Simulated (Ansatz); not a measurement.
Species: sum formula SiN₂H₅, charge -1, multiplicity 1. It need not be the lowest isomer of its formula. Whether it binds its extra electron was not tested at this geometry. 
Coordinates optimised at B3LYP-D3(BJ)/def2-TZVP (Ansatz, a first-principles code):
```
Si
N 1 1.6528
H 2 1.0179 1 115.65
H 1 1.5037 2 108.62 3 172.65
N 1 1.8057 4 102.45 2 -129.91
H 5 1.0152 1 111.47 4 -153.68
H 5 1.0163 6 106.52 1 120.91
H 1 1.5314 4 104.67 2 129.98
```
Charge -1, spin multiplicity 1.

Basis-set convergence of Hartree-Fock and CCSD correlation energies (hartree) with Ansatz. Valence correlation only, unless marked. Spin-orbit coupling is left out. Non-relativistic.

```json
[
 {"basis": "aug-cc-pV(D+d)Z", "functions": "123", "E(HF)": "-400.77690", "E(corr, CCSD)": "-0.52984"},
 {"basis": "aug-cc-pV(T+d)Z", "functions": "262", "E(HF)": "-400.82057", "E(corr, CCSD)": "-0.61911"},
 {"basis": "aug-cc-pV(Q+d)Z", "functions": "479", "E(HF)": "-400.83077", "E(corr, CCSD)": "-0.64676"}
]
```

Extrapolating the two largest sets (X = 3 and 4) as X^-3: E(corr) = (64·(-0.64676) - 27·(-0.61911))/37 = -0.6669 Eh, an estimate of the basis-set limit. The largest set recovers 97.0 % of it, the smallest 79.4 %.
